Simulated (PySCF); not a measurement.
# Spinor energies of C²⁺ (carbon, charge +2)

Start: [He] 2p2; 2p3/2 filled at m_j = +1/2, +3/2. Calculated with PySCF 2.14 in x2c-TZVPall-2c (5s3p2d1f, 31 functions): generalised Hartree-Fock with the X2C-1e Hamiltonian and a Gaussian nucleus; one run each with spin-orbit coupling (SO) switched off, then screened by Boettger's factors. This is a chosen level, not necessarily the ground level.

```tsv
spinor shell	electrons	ε, spin-free (eV)	ε, screened SO (eV)	weight of nominal j (screened SO)	rms radius, screened SO (bohr)
1s1/2	2	-341.64	-341.64	1.000	0.312
2p3/2	2	-38.908	-38.906	0.832	1.46
```

```
   quantity  spin-free  screened SO
E (hartree)  -35.85622    -35.85607
        M_J          2            2
       ⟨J²⟩      6.000        6.000
       ⟨L²⟩      2.000        2.000
       ⟨S²⟩      2.000        2.000
```

Each row is a mean over spinors that exchange with the open shell spreads, by up to 1.690 eV (1s1/2).

Rows whose weight is well below 1 are mixtures of j = l ± 1/2: exchange outweighs spin-orbit coupling there, and the label is only the starting occupation.

Without spin-orbit coupling the j labels of p, d and f shells carry no meaning; the spin-free column gives the mean over the occupied spinors of each nl shell.
